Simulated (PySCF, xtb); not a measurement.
Zn(Cl)(OSiH3) (ClH₃OSiZn), SMILES [O]([SiH3])[Zn][Cl].

GFN2-xTB (xtb) at its own geometry gives an orbital gap of 2.85 eV and a dipole moment of 1.65 D.

Coordinates come from a B3LYP-D3(BJ)/def2-SVP optimisation. The structure was generated by enumeration; whether it is a known compound was not checked. The values are those of a single conformer.

### Question
What does PBE/def2-TZVP (PySCF) give? (An estimate is asked for; the answer gives what the named calculation found.)

### Answer
gap 4.49 eV (levels -7.11 and -2.62 eV), dipole 0.20 D.
